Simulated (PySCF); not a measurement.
These are PBE-D3(BJ)/def2-TZVP // B3LYP-D3(BJ)/def2-TZVP (PySCF) values and carry that method's errors. All species are isolated molecules in the gas phase. One relaxed conformer stands for a flexible species; it need not be the lowest. Excitations are Tamm–Dancoff values on a coarser integration grid. The basis has no diffuse functions, so Rydberg states are missing or too high.

Reference species (SMILES): `OC1=COC1` (H–O–C–C torsion 0°) (neutral, multiplicity 1).

* **S1 oscillator strength**: 0.001
* **LUMO**: -0.25 eV
* **S1 excitation (TDA)**: 4.39 eV
* **HOMO–LUMO gap**: 4.32 eV

Changed species: `OC#CCO`.

Question: Predict the effect on the S1 oscillator strength, LUMO, S1 excitation (TDA) and HOMO–LUMO gap.

Answer: the S1 oscillator strength hardly moves; the LUMO falls by 0.34 eV, to -0.59 eV; the S1 excitation (TDA) rises by 0.98 eV, to 5.37 eV; the HOMO–LUMO gap rises by 0.98 eV, to 5.30 eV.
